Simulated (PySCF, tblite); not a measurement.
C7H7O2 (doublet state).
SMILES: `C=[C]C1=C[C@@H]1OC(C)=O`

Jobs on this species (16 atoms, 65 electrons) with PySCF (density fitting) and tblite. Hardware of each: one thread, Arm Neoverse V1 (aarch64) (shared host). Other jobs ran on the host; a repeat could differ by tens of per cent or more.

Question: Rank these jobs by wall time, shortest first.
A. GFN2-xTB; L-BFGS relaxation
B. UKS B3LYP, pcH-1 on C H O, non-relativistic, mean-field spin-orbit, GIAO; unrestricted SCF, g, hyperfine, density and orbital grids written; 295 basis functions
C. GFN2-xTB; Hessian by finite differences

Answer: C (0.52 s), A (0.9 s), B (1.8 min).

All jobs:

| level and settings | work | basis functions | SCF cycles | wall time |
| --- | --- | --- | --- | --- |
| GFN2-xTB | Hessian by finite differences | – | – | 0.52 s |
| GFN2-xTB | L-BFGS relaxation | – | – | 0.9 s |
| UKS B3LYP, pcH-1 on C H O, non-relativistic, mean-field spin-orbit, GIAO | unrestricted SCF, g, hyperfine, density and orbital grids written | 295 | 16 | 1.8 min |

What do all jobs in the table cost together?

About 1.8 min; the longest takes about 99 % of that, and about 210 times as long as the shortest.
